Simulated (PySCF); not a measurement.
## Ionisation energy of I³⁰⁺ by level of theory

I³⁰⁺ [Ar] 3d5 (6S) → I³¹⁺ [Ar] 3d4 (5D), as a difference of total energies. Calculation: PySCF 2.14, in an even-tempered Gaussian basis (18 s from 4.1 bohr⁻², ratio 2.5; 12 p from 5.4 bohr⁻², ratio 2.5; 8 d from 5.4 bohr⁻², ratio 2.5; 4 f from 22 bohr⁻², ratio 2.7; 3 g from 33 bohr⁻², ratio 2.7); the spin-free X2C one-electron Hamiltonian (Gaussian nucleus). Correlated levels: outer shells: [Ne] frozen; virtual orbitals above 40 to 60 times the deepest correlated orbital energy dropped. The calculations carry no spin-orbit coupling.

| method | ionisation energy (eV) |
| --- | --- |
| UHF | 1827.2 |
| LDA | 1825.4 |
| PBE | 1824.9 |
| PBE0 | 1825.9 |
| r2SCAN | 1826.3 |
| M06-2X | 1828.0 |
| PBEsol | 1824.9 |
| MP2 (outer shells) | 1827.6 |
| SCS-MP2 (outer shells) | 1827.1 |

A first-order spin-orbit estimate (lowest level to lowest level, LS coupling) adds -8.471 eV.

Breit and QED terms and the two-electron picture change are absent.

For comparison: 1812 ± 4 eV (theoretical estimate listed by NIST; NIST Atomic Spectra Database, ionization energies).
